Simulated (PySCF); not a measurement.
## Excitation energy of Be by level of theory

Be [He] 2s2 (1S) → Be [He] 2s1 3s1 (3S), as a difference of total energies. All numbers are calculated (PySCF 2.14, the spin-free X2C one-electron Hamiltonian (Gaussian nucleus), in dyall-av3z (15s9p4d2f, 76 functions)). Correlated levels: valence: 1s2 frozen; virtual orbitals above 40 to 60 times the deepest correlated orbital energy dropped. The calculations carry no spin-orbit coupling.

```csv
method,excitation energy (eV)
UHF,5.324
PBE0,6.012
r2SCAN,5.949
wB97X,6.082
LC-wPBE,6.133
TPSSh,6.150
B2PLYP,6.216
MP2 (valence),6.064
SCS-MP2 (valence),6.259
```

Q: Estimate what PBE gives.

A: 6.009 eV, closest to PBE0 among the rows shown.

Q: Estimate what LDA gives.

A: 6.062 eV, closest to MP2 (valence) among the rows shown.

Errors of the correlated levels include the incompleteness of this basis and the frozen core.

For comparison: 6.457 eV (measured; NIST levels).
